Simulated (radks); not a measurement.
Results of a calculation; reference values are marked as such.
Pm III, 59 electrons, occupied as [Xe] 4f5.

Level of theory: scalar-relativistic Kohn-Sham, LDA (Slater exchange, VWN5 correlation), spin-unpolarised, spherical densities, finite nucleus; Fermi nuclear charge, rms radius 4.962 fm (a radial shooting solver on a logarithmic mesh with Libxc functionals).

Energy parts (eV):
total: -272449.12
kinetic: 290488.73
electron-nucleus: -661845.11
Hartree: 104928.61
exchange-correlation: -6021.35

Orbitals (lengths in bohr, moments of r in powers of bohr; r(max) is where P^2 peaks):
orbital,occ.,eigenvalue (eV),r(max)
1s,2,-44986.73,0.01480
2s,2,-7326.583,0.08387
2p,6,-6548.032,0.06763
3s,2,-1607.351,0.2389
3p,6,-1362.790,0.2340
3d,10,-1026.551,0.1917
4s,2,-329.5997,0.5520
4p,6,-249.2853,0.5761
4d,10,-135.7785,0.6025
4f,5,-15.4846,0.6367
5s,2,-55.2730,1.287
5p,6,-35.9592,1.462
5d,0,-13.7554,2.069
6s,0,-13.5979,3.227
6p,0,-9.5882,3.932

The highest occupied level is 4f at -15.485 eV. The electron density at the nucleus is 5.117e+05 e/bohr^3 (large components only).
